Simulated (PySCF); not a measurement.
In(OH)2(SeH) (H3InO2Se), SMILES [OH][In]([OH])[SeH].

Coordinates come from a r2SCAN-D4/def2-SVP optimisation. The structure was generated by enumeration; whether it is a known compound was not checked. The def2 effective core potentials stand for the cores of In; spin–orbit coupling is left out. One conformer was computed; it need not be the lowest.

Level of theory: PySCF with PBE/def2-TZVP.

The total energy comes out as -2743.56737 hartree, the point group is Cs and the highest occupied level comes out as -6.22 eV. The lowest empty level is -2.86 eV, the orbital gap is 3.36 eV and the dipole moment is 1.71 D. The quadrupole, principal values (traceless, Buckingham form, about the centre of nuclear charge) is -11.36, -0.94, 12.30 D·Å, the mean static polarisability comes out as 73.1 bohr³ (10.84 Å³) and the polarisability, principal values is 52.1, 71.1, 96.2 bohr³.
